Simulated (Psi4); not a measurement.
C5H12BO3, doublet, geometry from GFN2-xTB; BLYP/STO-3G in Psi4 1.11.

Input for Psi4:
```
memory 2 GB

molecule {
0 2
  C    -1.03860759    1.91419682   -0.31567996
  O     0.08360885    1.15555103   -0.21099941
  B     0.16433080   -0.19085505    0.08112936
  O    -0.84249619   -1.08808423   -0.04347704
  C    -2.15255182   -0.80219006   -0.48384119
  C    -3.14863721   -0.91003125    0.66545088
  O     1.35424095   -0.70729493    0.47196496
  C     2.51842351    0.08727200    0.60970967
  C     3.19776692    0.33070359   -0.73294727
  H    -0.94254242    2.75033820   -0.98649515
  H    -1.67756914    1.99470746    0.54920480
  H    -2.18804327    0.21363643   -0.91784588
  H    -2.39126407   -1.53617266   -1.26196574
  H    -2.91693798   -0.17737960    1.43467962
  H    -3.09613747   -1.90117913    1.10776057
  H    -4.15602718   -0.73392545    0.29805269
  H     2.26380272    1.04683893    1.07499839
  H     3.18175628   -0.47177334    1.27714326
  H     2.53240319    0.89213664   -1.38339001
  H     3.43240031   -0.61839350   -1.20752078
  H     4.11531342    0.89435972   -0.58632963
}

set basis sto-3g
set reference uks
set scf_type pk
set puream true
set d_convergence 1e-8
set dft_radial_points 99
set dft_spherical_points 590

energy('blyp')
print_variables()
```

### Question
Write the output that Psi4 gives for this input, abridged.

### Answer

```
   => Loading Basis Set <=

    Name: STO-3G
    Role: ORBITAL
    Keyword: BASIS

         ---------------------------------------------------------
                                   SCF
               by Justin Turney, Rob Parrish, Andy Simmonett
                          and Daniel G. A. Smith
                              UKS Reference
         ---------------------------------------------------------

  ==> Geometry <==

    Molecular point group: c1
    Full point group: C1

    Geometry (in Angstrom), charge = 0, multiplicity = 2:

       Center              X                  Y                   Z               Mass
    ------------   -----------------  -----------------  -----------------  -----------------
         C           -1.053797833706     1.933452267404    -0.320850361740    12.000000000000
         O            0.068418606294     1.174806477404    -0.216169811740    15.994914619570
         B            0.149140556294    -0.171599602596     0.075958958260    11.009305360000
         O           -0.857686433706    -1.068828782596    -0.048647441740    15.994914619570
         C           -2.167742063706    -0.782934612596    -0.489011591740    12.000000000000
         C           -3.163827453706    -0.890775802596     0.660280478260    12.000000000000
         O            1.339050706294    -0.688039482596     0.466794558260    15.994914619570
         C            2.503233266294     0.106527447404     0.604539268260    12.000000000000
         C            3.182576676294     0.349959037404    -0.738117671740    12.000000000000
         H           -0.957732663706     2.769593647404    -0.991665551740     1.007825032230
         H           -1.692759383706     2.013962907404     0.544034398260     1.007825032230
         H           -2.203233513706     0.232891877404    -0.923016281740     1.007825032230
         H           -2.406454313706    -1.516917212596    -1.267136141740     1.007825032230
         H           -2.932128223706    -0.158124152596     1.429509218260     1.007825032230
         H           -3.111327713706    -1.881923682596     1.102590168260     1.007825032230
         H           -4.171217423706    -0.714670002596     0.292882288260     1.007825032230
         H            2.248612476294     1.066094377404     1.069827988260     1.007825032230
         H            3.166566036294    -0.452517892596     1.271972858260     1.007825032230
[...]
      Ntotal   =   71.0000016406 ; deviation = 1.641e-06

   @Spin Contamination Metric:   1.527835521E-03
   @S^2 Expected:                7.500000000E-01
   @S^2 Observed:                7.515278355E-01
   @S   Expected:                5.000000000E-01
   @S   Observed:                5.000000000E-01

    Orbital Energies [Eh]
    ---------------------

    Alpha Occupied:

[...]
    Alpha Virtual:

[...]
    Beta Occupied:

[...]
    Beta Virtual:

[...]
      57A      0.669538

    Final Occupation by Irrep:
              A
    DOCC [    35 ]
    SOCC [     1 ]
    NA   [    36 ]
    NB   [    35 ]

  @UKS Final Energy:  -442.31416485943055

   => Energetics <=

    Nuclear Repulsion Energy =            467.6401191267979698
    One-Electron Energy =               -1532.9995688567757952
    Two-Electron Energy =                 684.4825363012473645
    DFT Exchange-Correlation Energy =     -61.4372514307001722
    Empirical Dispersion Energy =           0.0000000000000000
    VV10 Nonlocal Energy =                  0.0000000000000000
    Total Energy =                       -442.3141648594305479

  UHF NO Occupations:
  HONO-2 :   34  A 1.9998402
  HONO-1 :   35  A 1.9996004
  HONO-0 :   36  A 1.0000000
  LUNO+0 :   37  A 0.0003996
  LUNO+1 :   38  A 0.0001598
  LUNO+2 :   39  A 0.0001013
  LUNO+3 :   40  A 0.0000687

Computation Completed

Properties will be evaluated at   0.000000,   0.000000,   0.000000 [a0]

Properties computed using the SCF density matrix

 Multipole Moments:

 ------------------------------------------------------------------------------------
     Multipole            Electronic (a.u.)      Nuclear  (a.u.)        Total (a.u.)
 ------------------------------------------------------------------------------------

 L = 1.  Multiply by 2.5417464519 to convert [e a0] to [Debye]
 Dipole X            :          1.9181609           -2.0380832           -0.1199223
 Dipole Y            :         -2.2434967            2.5835141            0.3400174
 Dipole Z            :          0.6983667           -0.6937160            0.0046506
 Magnitude           :                                                    0.3605756

 ------------------------------------------------------------------------------------

  Variable Map:
  ----------------------------------------------------------------------------
[...]
  Array Variable Map:
  ----------------------------------------------------------------------------
[...]
[...]
```
